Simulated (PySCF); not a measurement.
# TaCl at PBE

Level: PBE. PySCF, scalar-relativistic core potentials, basis sets Ta def2-TZVPP with ECP60, Cl def2-TZVPP.

For TaCl, the state is ⁵Π (quintet), unpaired electrons σ ↑, π ↑, δ ↑↑ and the bond length is 2.291 Å. The harmonic wavenumber is 371 cm⁻¹, the force constant is 2.38 mdyn/Å and the rotational constant Be is 0.1096 cm⁻¹. The anharmonicity ωexe is 1.14 cm⁻¹ and the vibration–rotation constant αe is 0.000451 cm⁻¹. The bond order (Mayer) is 1.34 and the dipole moment (positive dipole means Ta(−)Cl(+)) is -2.48 D.

De is left out where the level can put another filling of the metal’s s and d shells below the measured ground configuration, by anything from nothing to about 1 eV. These are scalar-relativistic numbers at best; spin–orbit coupling would shift them, the dissociation energy most. The state is the lowest single determinant that the PBE0 search found; with open d or f shells the true ground state can be another one.
